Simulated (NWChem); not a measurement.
System: C3H5BF2; SMILES C(F)B(C=C)F

Input file for NWChem:

```
start job
memory heap 200 mb stack 900 mb global 1100 mb
geometry units angstroms noautosym nocenter noautoz
  C     -0.053797    -2.583751     0.000000
  C     -0.717118    -1.417565     0.000000
  B      0.035924    -0.056311     0.000000
  F      1.363992    -0.054459     0.000000
  C     -0.727749     1.322246     0.000000
  F      0.098690     2.417073     0.000000
  H      1.041647    -2.606475     0.000000
  H     -0.562649    -3.553827     0.000000
  H     -1.814054    -1.443152     0.000000
  H     -1.400140     1.366522    -0.880757
  H     -1.400140     1.366522     0.880757
end
basis spherical
  * library sto-3g
end
dft
  xc b3lyp
  iterations 150
end
property
  response 1 0.0773
end
task dft property
```

Output (shortened):

```
             Northwest Computational Chemistry Package (NWChem) 7.3.0
             --------------------------------------------------------

                             Geometry "geometry" -> ""
                             -------------------------

 Output coordinates in angstroms (scale by  1.889725989 to convert to a.u.)

  No.       Tag          Charge          X              Y              Z
 ---- ---------------- ---------- -------------- -------------- --------------
    1 C                    6.0000    -0.05379700    -2.58375100     0.00000000
    2 C                    6.0000    -0.71711800    -1.41756500     0.00000000
    3 B                    5.0000     0.03592400    -0.05631100     0.00000000
    4 F                    9.0000     1.36399200    -0.05445900     0.00000000
    5 C                    6.0000    -0.72774900     1.32224600     0.00000000
    6 F                    9.0000     0.09869000     2.41707300     0.00000000
    7 H                    1.0000     1.04164700    -2.60647500     0.00000000
    8 H                    1.0000    -0.56264900    -3.55382700     0.00000000
    9 H                    1.0000    -1.81405400    -1.44315200     0.00000000
   10 H                    1.0000    -1.40014000     1.36652200    -0.88075700
   11 H                    1.0000    -1.40014000     1.36652200     0.88075700

 Effective nuclear repulsion energy (a.u.)     208.9616981591

                              NWChem Property Module
                              ----------------------

                                 NWChem DFT Module
                                 -----------------

 Summary of "ao basis" -> "ao basis" (spherical)
 ------------------------------------------------------------------------------
       Tag                 Description            Shells   Functions and Types
 ---------------- ------------------------------  ------  ---------------------
 C                           sto-3g                  3        5   2s1p
 B                           sto-3g                  3        5   2s1p
 F                           sto-3g                  3        5   2s1p
 H                           sto-3g                  1        1   1s

            General Information
            -------------------
          SCF calculation type: DFT
          Wavefunction type:  closed shell.
          No. of atoms     :    11
          No. of electrons :    46
           Alpha electrons :    23
            Beta electrons :    23
          Charge           :     0
          Spin multiplicity:     1
          Use of symmetry is: off; symmetry adaption is: off
          Maximum number of iterations: 150
          AO basis - number of functions:    35
                     number of shells:    23
          Convergence on energy requested:  1.00D-06
          Convergence on density requested:  1.00D-05
          Convergence on gradient requested:  5.00D-04

              XC Information
              --------------
                         B3LYP Method XC Potential
                     Hartree-Fock (Exact) Exchange  0.200
                        Slater Exchange Functional  0.800 local
                    Becke 1988 Exchange Functional  0.720 non-local
              Lee-Yang-Parr Correlation Functional  0.810
                  VWN I RPA Correlation Functional  0.190 local

             Grid Information
             ----------------
          Grid used for XC integration:  medium
          Radial quadrature: Mura-Knowles
          Angular quadrature: Lebedev.
          Tag              B.-S. Rad. Rad. Pts. Rad. Cut. Ang. Pts.
          ---              ---------- --------- --------- ---------
          C                   0.70       49          11.0       434
          B                   0.85       49          10.0       434
          F                   0.50       49          11.0       434
          H                   0.35       45          12.0       434
          Grid pruning is: on
          Number of quadrature shells:   519
          Spatial weights used:  Erf1

      Superposition of Atomic Density Guess
      -------------------------------------

 Sum of atomic energies:        -334.02829623

      Non-variational initial energy
      ------------------------------

 Total energy =    -334.907527
 1-e energy   =    -881.340364
 2-e energy   =     337.471139
 HOMO         =      -0.141071
 LUMO         =       0.180748

   convergence    iter        energy       DeltaE   RMS-Dens  Diis-err
 ---------------- ----- ----------------- --------- --------- ---------
 d= 0,ls=0.0,diis     1   -337.0775681168 -5.46D+02  6.27D-02  8.46D-01
 d= 0,ls=0.0,diis     2   -336.8381365755  2.39D-01  3.82D-02  3.02D+00
 d= 0,ls=0.0,diis     3   -337.2390548346 -4.01D-01  7.19D-03  2.97D-02
 d= 0,ls=0.0,diis     4   -337.2423492260 -3.29D-03  2.91D-03  1.07D-02
 d= 0,ls=0.0,diis     5   -337.2438419780 -1.49D-03  9.19D-04  1.22D-03
  Resetting Diis
 d= 0,ls=0.0,diis     6   -337.2440396318 -1.98D-04  1.32D-04  1.74D-05
 d= 0,ls=0.0,diis     7   -337.2440424603 -2.83D-06  3.63D-05  3.56D-07
 d= 0,ls=0.0,diis     8   -337.2440424608 -4.78D-10  1.87D-05  4.11D-07
 d= 0,ls=0.0,diis     9   -337.2440425229 -6.22D-08  4.63D-06  2.80D-08

         Total DFT energy =     -337.244042522928
      One electron energy =     -880.896178259264
           Coulomb energy =      378.037308455478
    Exchange-Corr. energy =      -43.346870878269
 Nuclear repulsion energy =      208.961698159127

 Numeric. integr. density =       45.999999931612

                       DFT Final Molecular Orbital Analysis
                       ------------------------------------

 Vector   21  Occ=2.000000D+00  E=-2.214836D-01
              MO Center= -2.1D-01, -1.8D+00,  8.9D-11, r^2= 1.7D+00
   Bfn.  Coefficient  Atom+Function         Bfn.  Coefficient  Atom+Function
  ----- ------------  ---------------      ----- ------------  ---------------
     5      0.606979   1 C  pz               10      0.590385   2 C  pz
    20     -0.312796   4 F  pz               15      0.063059   3 B  pz
    30     -0.063260   6 F  pz

 Vector   22  Occ=2.000000D+00  E=-1.680260D-01
              MO Center= -1.0D-01,  2.2D+00,  8.5D-10, r^2= 1.0D+00
   Bfn.  Coefficient  Atom+Function         Bfn.  Coefficient  Atom+Function
  ----- ------------  ---------------      ----- ------------  ---------------
    30      0.937297   6 F  pz               34      0.254436  10 H  s
    35     -0.254436  11 H  s                25     -0.102929   5 C  pz
     5      0.066118   1 C  pz               20      0.053203   4 F  pz
    10      0.038543   2 C  pz               15     -0.033607   3 B  pz

 Vector   23  Occ=2.000000D+00  E=-1.485771D-01
              MO Center=  1.8D-03,  1.8D+00,  1.4D-09, r^2= 1.9D+00
   Bfn.  Coefficient  Atom+Function         Bfn.  Coefficient  Atom+Function
  ----- ------------  ---------------      ----- ------------  ---------------
    28      0.660736   6 F  px               29     -0.535529   6 F  py
    19      0.277504   4 F  py               14     -0.208679   3 B  py
    24      0.191083   5 C  py               34      0.161702  10 H  s
    35      0.161702  11 H  s                23     -0.152499   5 C  px
    12     -0.148188   3 B  s                 9      0.146816   2 C  py

 Vector   24  Occ=0.000000D+00  E= 4.598779D-02
              MO Center= -3.4D-02, -1.2D+00, -5.0D-10, r^2= 2.6D+00
   Bfn.  Coefficient  Atom+Function         Bfn.  Coefficient  Atom+Function
  ----- ------------  ---------------      ----- ------------  ---------------
     5      0.664837   1 C  pz               15     -0.613839   3 B  pz
    10     -0.406266   2 C  pz               20      0.361037   4 F  pz
    34     -0.142990  10 H  s                35      0.142990  11 H  s

 Vector   25  Occ=0.000000D+00  E= 1.892542D-01
              MO Center= -2.5D-01, -8.8D-01, -6.5D-10, r^2= 2.3D+00
   Bfn.  Coefficient  Atom+Function         Bfn.  Coefficient  Atom+Function
  ----- ------------  ---------------      ----- ------------  ---------------
    10      0.740100   2 C  pz               15     -0.709131   3 B  pz
     5     -0.482260   1 C  pz               20      0.292307   4 F  pz
    34     -0.207619  10 H  s                35      0.207619  11 H  s
    25     -0.095036   5 C  pz               30      0.028622   6 F  pz

 Vector   26  Occ=0.000000D+00  E= 3.143415D-01
              MO Center= -2.4D-01,  9.0D-01, -3.1D-10, r^2= 3.0D+00
   Bfn.  Coefficient  Atom+Function         Bfn.  Coefficient  Atom+Function
  ----- ------------  ---------------      ----- ------------  ---------------
    23      0.563287   5 C  px               29      0.543488   6 F  py
    13      0.488033   3 B  px               24      0.488326   5 C  py
    27     -0.377592   6 F  s                18      0.334574   4 F  px
    28      0.335086   6 F  px               17     -0.275077   4 F  s
    32      0.263299   8 H  s                33      0.254991   9 H  s

     Multipole analysis of the density
     ---------------------------------

     L   x y z        total         alpha         beta         nuclear
     -   - - -        -----         -----         ----         -------
     0   0 0 0     -0.000000    -23.000000    -23.000000     46.000000

     1   1 0 0     -0.194069     -0.301539     -0.301539      0.409009
     1   0 1 0     -0.482628     -0.276407     -0.276407      0.070186
     1   0 0 1     -0.000000     -0.000000     -0.000000      0.000000

     2   2 0 0    -22.533210    -67.925436    -67.925436    113.317662
     2   1 1 0     -0.619058     -1.566254     -1.566254      2.513451
     2   1 0 1      0.000000      0.000000      0.000000      0.000000
     2   0 2 0    -24.176188   -262.893118   -262.893118    501.610048
     2   0 1 1     -0.000000     -0.000000     -0.000000      0.000000
     2   0 0 2    -22.616769    -14.078577    -14.078577      5.540384

 *** CALLING NEW AORESP DRIVER FOR CLOSED AND OPEN SHELLS ***
 Entering AOResponse driver routine

--------------------------------------------------------------------------------

          -----------------------------------------------
          Solving response equations for perturbing field
          -----------------------------------------------

 number of frequencies:     1
 frequency in a.u.:  0.7730000E-01
 Perturbing field: electric
 Using El. Dipole Length Gauge

 Setting up CPKS with frequency omega =      0.07730000 a.u.

                            NWChem Dynamic CPHF Module
                            --------------------------

    scftype = RHF
    nclosed =   23
      nopen =    0
  variables =      552
  num. vecs =        3
  tolerance =   1.0D-04
  max. iter =   50

 SCF residual:    5.1448599579027235E-005

Iterative solution of linear equations
  No. of variables      552
  No. of equations        3
  Maximum subspace       30
       Convergence  1.0D-04

   iter   nsub   residual    time
   ----  ------  --------  ---------
     1      3    6.46D+00       2.7
     2      6    3.06D+00       3.4
     3      9    1.55D-01       4.1
     4     12    4.81D-02       4.8
     5     15    2.47D-02       5.5
     6     18    4.31D-03       6.2
     7     21    2.34D-04       6.9
     8     24    1.23D-05       7.6

 Electric Dipole Response Matrix (nonzero elements):

              1        2        3
    1   26.2484  -2.3427   0.0000
    2   -2.3427  40.5742  -0.0000
    3    0.0000  -0.0000  11.2366

 ------------------------------------------
 average:        26.01971 + I       0.00000

 DFT Linear Response polarizability / au
 Frequency  =       0.0773000 / au
 Wavelength =     589.4353558 / nm
              X              Y              Z
 -----------------------------------------------
 X      26.2483812     -2.3427076      0.0000000
 Y      -2.3427125     40.5741562     -0.0000000
 Z       0.0000000     -0.0000000     11.2365826
 -----------------------------------------------
 Eigenvalues =      25.8750072     40.9475301     11.2365826
 Isotropic   =      26.0197067
 Anisotropic =      25.7313507
 -----------------------------------------------

 Magnetic Dipole Response Matrix (nonzero elements):

 Exiting AOResponse driver routine
```

Level: B3LYP/STO-3G. STO-3G and 3-21G are far too small for this property and stand as cheap habits. The geometry was optimised at PBE0/def2-SVP.
